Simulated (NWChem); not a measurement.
Ionisation of HAl

```xyz
2

Al     0.0000     0.0000     0.1203
H      0.0000     0.0000    -1.5639
```
Charge 0, spin multiplicity 1.

All runs are NWChem calculations. The geometry was optimised at PBE/def2-SVP, a minimum by its harmonic frequencies.

Basis set: def2-TZVP. The species with one electron less has spin multiplicity 2 and keeps the geometry of the parent. Δ marks differences of total energies (open shells unrestricted). −ε marks an orbital energy of the parent. That orbital need not have the symmetry of the hole or added electron in the Δ rows.

B3LYP has NWChem's definition, with VWN1-RPA local correlation. The structure started from a generated list of species. No SCF solution was tested for a lower state.

Question: For the first vertical ionisation energy, G0W0@PBE gives 7.99 eV and ΔLDA (SVWN5) gives 8.24 eV. What do G0W0@PBE0, −ε(HOMO) of B3LYP, ΔPBE give?

Answer: G0W0@PBE0: 8.13 eV; −ε(HOMO) of B3LYP: 5.68 eV; ΔPBE: 8.14 eV.
